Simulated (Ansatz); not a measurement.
System: sum formula HBO, net charge 0, singlet state. 
Coordinates optimised at B3LYP-D3(BJ)/def2-TZVP (Ansatz, a first-principles code):
SMILES: [B]O
```xyz
3

B     -0.2509    -0.5836    -0.6006
O      0.0479     0.2685     0.3281
H      0.8717     0.7704     0.3784
```
Charge 0, spin multiplicity 1.

Property: vertical triplet-singlet gap (E(triplet) - E(singlet); each state is the SCF solution reached for its spin), in kJ/mol. Cores are frozen in the correlated levels unless marked. Open shells are spin-unrestricted. No spin-orbit coupling. Non-relativistic. CBS marks a two-point X^-3 extrapolation of the correlation energy; Hartree-Fock from the larger set.

Level to compare with: CCSD(T)/CBS(aug-cc-pVTZ,aug-cc-pVQZ) (Ansatz), 302.5 kJ/mol. It is a level with limits of its own, and the differences hold the functionals' basis error too.

Problem. Rank these functionals by how close they come to CCSD(T)/CBS(aug-cc-pVTZ,aug-cc-pVQZ), closest first: PBE/def2-TZVPD (Ansatz); CAM-B3LYP/def2-TZVPD (Ansatz); wB97X-V/def2-TZVPD (Ansatz).

Solution. wB97X-V/def2-TZVPD (range-separated hybrid with VV10, 300.9 kJ/mol, difference -1.6), CAM-B3LYP/def2-TZVPD (range-separated hybrid, 288.4 kJ/mol, difference -14.1), PBE/def2-TZVPD (GGA, 268.0 kJ/mol, difference -34.5)
